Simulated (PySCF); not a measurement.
# What a mistake does to a calculation on AlFO

These are calculations, not measurements. They come from PySCF 2.14.0, an open-source quantum chemistry program, on an isolated molecule that a program drew, which may never have been made. The molecule is AlFO (charge 0, singlet), drawn as the SMILES string `[O]=[Al][F]`.

Each row is a Hartree-Fock (HF) and frozen-core CCSD(T) single point in the cc-pV(D+d)Z basis, meant for a local HF minimum. Run 1 is clean. Each other run has one planted mistake out of seven kinds, and not every kind appears here: one electron removed, one electron added, multiplicity raised by two, geometry at a saddle point, minimal basis STO-3G, one bond length entered in bohr, all coordinates scaled. The reference is restricted for singlets and unrestricted otherwise, and also for a bond in bohr. Adding or removing an electron swaps singlet and doublet. Electrons count all cores. HOMO and LUMO are orbital energies over both spins, the gradient is its largest component, and the lowest frequency (negative if imaginary) is given only where the gradient is small. Bond lengths are over the 2 bonds as drawn. T1 is the CCSD diagnostic: over 0.02 (restricted) or 0.045 (unrestricted) a single reference is doubtful.

Geometry of the clean run:
```xyz
3
AlFO, angstrom
O     1.2973   -4.4782    1.1357
Al    0.2258   -4.4812    2.2829
F    -0.8872   -4.4842    3.4745
```

| run | electrons | basis functions | <S^2> | HOMO (eV) | LUMO (eV) | gradient (hartree/bohr) | lowest frequency (cm^-1) | mean bond (Å) | longest bond (Å) | T1 | HF (hartree) | CCSD(T) (hartree) | mistake |
|---|---|---|---|---|---|---|---|---|---|---|---|---|---|
| 1 | 30 | 51 | 0.000 | -11.55 | 0.28 | 9.8e-06 | 232 | 1.6002 | 1.631 | 0.0274 | -416.25916 | -416.71478 | no fault |
| 2 | 29 | 51 | 0.755 | -21.94 | -7.33 | 9.5e-02 | - | 1.6002 | 1.631 | 0.0186 | -415.94180 | -416.33167 | one electron removed |
| 3 | 30 | 51 | 2.006 | -7.43 | 0.08 | 1.0e-01 | - | 1.6002 | 1.631 | 0.0184 | -416.20402 | -416.60007 | multiplicity raised by two |
| 4 | 30 | 51 | 0.000 | -11.76 | 0.53 | 7.3e-02 | - | 1.5186 | 1.547 | 0.0252 | -416.24712 | -416.69318 | all coordinates scaled |
| 5 | 31 | 51 | 0.826 | -0.56 | 7.36 | 2.9e-02 | - | 1.6002 | 1.631 | 0.0298 | -416.26310 | -416.72345 | one electron added |
| 6 | 30 | 51 | 1.040 | -9.18 | 1.26 | 1.5e-02 | - | 2.2985 | 2.967 | 0.0232 | -416.17859 | -416.57458 | ? |

**Which mistake was planted in run 6, and what did it cost?**

The mean bond changes by a factor of 1.436 and the longest by 1.819, so the molecule wasn't scaled as a whole. A length L in bohr read as angstrom grows by (1/0.5292 - 1) L = 0.890 L. The 2 bonds together grew by 2 x 0.6983 = 1.397 Å, which gives L = 1.570 Å. That is bond O1-Al2, 1.570 Å in the clean geometry. So the mistake is: one bond length entered in bohr. Subtracting run 1 and multiplying by 627.51 kcal/mol a hartree, the energy moved by 50.6 kcal/mol in HF and 88.0 kcal/mol in CCSD(T).

Cautions from the logs. Run 1: T1 is over the limit, so its CCSD(T) energy is less reliable; run 4: T1 is over the limit, so its CCSD(T) energy is less reliable.
